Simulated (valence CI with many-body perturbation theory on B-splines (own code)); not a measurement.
**Valence orbitals of Zr16+**

Method: configuration interaction combined with many-body perturbation theory (CI+MBPT): six valence electrons over a frozen Dirac-Fock core [Ar], radial functions for each j: 7 s, 7 p, 8 d, 6 f, 4 g, 1 h, with the one-electron correlation potential Σ1, the two-electron term Σ2, the three-electron term Σ3, Breit, model QED; selected CI, second order for the rest, scaled by the run's own slope (own B-spline code, finite nucleus).

No measured levels were compared; by estimate terms of the open shell hold to 2 to 4 % of their energy, and close levels can change places. Core correlation moves these levels by up to 8300 cm⁻¹, and in measured spectra 5 to 20 % of such shifts remained as error; rates that hang on mixing are uncertain with them. Among the levels kept, up to 710 cm⁻¹ of a level comes from second order outside the variational space, and about a tenth of that is noise between levels of different J, which matters for small intervals. Only levels of the ground parity were solved; by the run's estimate the other parity begins above the list, which can be wrong where configurations are misplaced.

These are the spectroscopic orbitals of the CI (the correlating ones are not listed), shaped by the core and the other valence electrons. h is the expectation value of the core's Dirac-Fock operator, without the valence repulsion; Σ1 is computed up to l = 3 at one energy for each symmetry, that of its lowest orbital but kept below the first core excitation, so for empty shells it is not the orbital's own correlation shift; Breit and QED include the response of the core.

| Orbital | h (hartree) | Σ1 (cm⁻¹) | Breit (cm⁻¹) | QED (cm⁻¹) | ⟨r⟩ (bohr) |
| --- | --- | --- | --- | --- | --- |
| 4s1/2 | -19.906 | -6022 | 812 | 581 | 0.9379 |
| 5s1/2 | -11.831 | -2145 | 382 | 275 | 1.593 |
| 6s1/2 | -7.8491 | -1040 | 205 | 149 | 2.429 |
| 4p1/2 | -18.743 | -6667 | 1214 | -47.1 | 0.9605 |
| 5p1/2 | -11.272 | -2465 | 593 | -22.4 | 1.639 |
| 6p1/2 | -7.5398 | -1217 | 327 | -12.2 | 2.500 |
| 4p3/2 | -18.524 | -6465 | 763 | 6.6 | 0.9730 |
| 5p3/2 | -11.171 | -2423 | 374 | 3.6 | 1.655 |
| 6p3/2 | -7.4845 | -1203 | 212 | 2.1 | 2.519 |
| 3d3/2 | -33.604 | -20309 | 1753 | -261 | 0.4043 |
| 4d3/2 | -16.763 | -6415 | 510 | -55.1 | 0.9932 |
| 5d3/2 | -10.344 | -2643 | 249 | -25.4 | 1.728 |
| 3d5/2 | -33.467 | -19916 | 566 | -186 | 0.4068 |
| 4d5/2 | -16.72 | -6357 | 210 | -36.0 | 0.9963 |
| 5d5/2 | -10.323 | -2618 | 104 | -16.4 | 1.732 |
| 4f5/2 | -15.042 | -9112 | -5.6 | -18.7 | 0.9784 |
| 5f5/2 | -9.584 | -4426 | -3.3 | -10.7 | 1.751 |
| 4f7/2 | -15.033 | -8769 | -68.4 | -14.0 | 0.9791 |
| 5f7/2 | -9.5786 | -4236 | -38.1 | -8.2 | 1.752 |
| 5g7/2 | -9.2143 |  | -0.5 | -1.2 | 1.608 |
| 5g9/2 | -9.2125 |  | -3.1 | -0.1 | 1.608 |

Among the shells of the start configuration 3d6, Σ1 is largest in size for 3d3/2, where it is 0.28 % of h.

Lowest root of each symmetry, sizes in configuration state functions:

| J | Parity | Roots | Reference | Variational | Second order | Change by selected CI (cm⁻¹) | Change by second order (cm⁻¹) |
| --- | --- | --- | --- | --- | --- | --- | --- |
| 0 | even | 5 | 26 | 15619 | 842915 | -23538 | -37 |
| 1 | even | 4 | 60 | 33908 | 1451213 | -23462 | -48 |
| 2 | even | 8 | 86 | 32704 | 2735343 | -22836 | -320 |
| 3 | even | 6 | 88 | 32332 | 3308067 | -22366 | -490 |
| 4 | even | 7 | 77 | 32115 | 2988490 | -22417 | -508 |
| 5 | even | 2 | 52 | 32022 | 2083305 | -24428 | -399 |
| 6 | even | 2 | 31 | 32384 | 1815780 | -24998 | -162 |
